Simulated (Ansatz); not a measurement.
Geometry optimisation, RKS PBE0/def2-SVP in Ansatz.

Input:

```yaml
crystal:
  periodic: [false, false, false]
  atoms:
    - { symbol: C, position_ang: [0.5758, -2.1384, 0.1927] }
    - { symbol: "N", position_ang: [0.8732, -0.9816, -0.3608] }
    - { symbol: C, position_ang: [-0.0538, 0.1553, -0.5152] }
    - { symbol: "N", position_ang: [0.7098, 1.1965, -1.308] }
    - { symbol: O, position_ang: [-1.21, -0.252, -1.1503] }
    - { symbol: Ge, position_ang: [-0.4625, 0.898, 1.2664] }
    - { symbol: H, position_ang: [1.2731, -2.8992, 0.2612] }
    - { symbol: H, position_ang: [-0.44, -2.2266, 0.5562] }
    - { symbol: H, position_ang: [1.67532, 0.89802, -1.41431] }
    - { symbol: H, position_ang: [0.24595, 1.12262, -2.28387] }
    - { symbol: H, position_ang: [-0.9738, -0.5954, -2.0069] }
    - { symbol: H, position_ang: [-1.1801, -0.1837, 2.1248] }
    - { symbol: H, position_ang: [0.7943, 1.3263, 1.9754] }
    - { symbol: H, position_ang: [-1.4047, 2.1322, 1.1165] }
basis:
  gaussian: { orbitals: def2-SVP }
hamiltonian:
  xc: pbe0
relax:
  f_tol: 0.015
  max_steps: 40
```

Command:

```bash
$ ansatz run input.yaml --threads 2 --pin off --max-ram 3072MiB --backend cpu --events-out ev --progress --plain --runs-dir out
```

Question: Where does it end, and by what steps?

Answer: The forces met the threshold. The force dipped under the threshold on the way, but the program's further checks kept it going. After 18 steps the energy has fallen by 0.788 eV; H10 moved furthest, 0.82 Å.

```json
{"step": "0", "energy less start (eV)": "0.0000", "largest force component (eV/Å)": "5.840", "accepted": "yes"}
{"step": "1", "energy less start (eV)": "-0.4979", "largest force component (eV/Å)": "1.713", "accepted": "yes"}
{"step": "2", "energy less start (eV)": "-0.5695", "largest force component (eV/Å)": "0.681", "accepted": "yes"}
{"step": "3", "energy less start (eV)": "-0.5722", "largest force component (eV/Å)": "1.226", "accepted": "yes"}
{"step": "4", "energy less start (eV)": "-0.6754", "largest force component (eV/Å)": "0.933", "accepted": "yes"}
{"step": "5", "energy less start (eV)": "-0.7053", "largest force component (eV/Å)": "0.428", "accepted": "yes"}
{"step": "6", "energy less start (eV)": "-0.7279", "largest force component (eV/Å)": "0.740", "accepted": "yes"}
{"step": "7", "energy less start (eV)": "-0.7504", "largest force component (eV/Å)": "0.885", "accepted": "yes"}
{"step": "8", "energy less start (eV)": "-0.7553", "largest force component (eV/Å)": "0.834", "accepted": "yes"}
{"step": "9", "energy less start (eV)": "-0.7826", "largest force component (eV/Å)": "0.284", "accepted": "yes"}
{"step": "10", "energy less start (eV)": "-0.7854", "largest force component (eV/Å)": "0.044", "accepted": "yes"}
{"step": "11", "energy less start (eV)": "-0.7855", "largest force component (eV/Å)": "0.093", "accepted": "yes"}
{"step": "12", "energy less start (eV)": "-0.7864", "largest force component (eV/Å)": "0.134", "accepted": "yes"}
{"step": "13", "energy less start (eV)": "-0.7874", "largest force component (eV/Å)": "0.057", "accepted": "yes"}
{"step": "14", "energy less start (eV)": "-0.7877", "largest force component (eV/Å)": "0.020", "accepted": "yes"}
{"step": "15", "energy less start (eV)": "-0.7879", "largest force component (eV/Å)": "0.023", "accepted": "yes"}
{"step": "16", "energy less start (eV)": "-0.7877", "largest force component (eV/Å)": "0.084", "accepted": "no"}
{"step": "17", "energy less start (eV)": "-0.7880", "largest force component (eV/Å)": "0.011", "accepted": "yes"}
{"step": "18", "energy less start (eV)": "-0.7881", "largest force component (eV/Å)": "0.012", "accepted": "yes"}
```

```xyz
14
Properties=species:S:1:pos:R:3
C 0.626 -2.157 0.038
N 1.000 -0.949 -0.007
C 0.064 0.069 -0.396
N 0.764 0.995 -1.234
O -1.144 -0.411 -0.951
Ge -0.477 1.031 1.273
H 1.347 -2.924 0.353
H -0.400 -2.482 -0.211
H 1.333 0.529 -1.938
H 0.128 1.656 -1.670
H -0.948 -0.747 -1.839
H -1.359 0.108 2.135
H 0.771 1.461 2.055
H -1.282 2.273 0.844
```

The run took 93 s on 2 threads of Arm Neoverse V2 (shared host), peak memory 0.44 GiB.
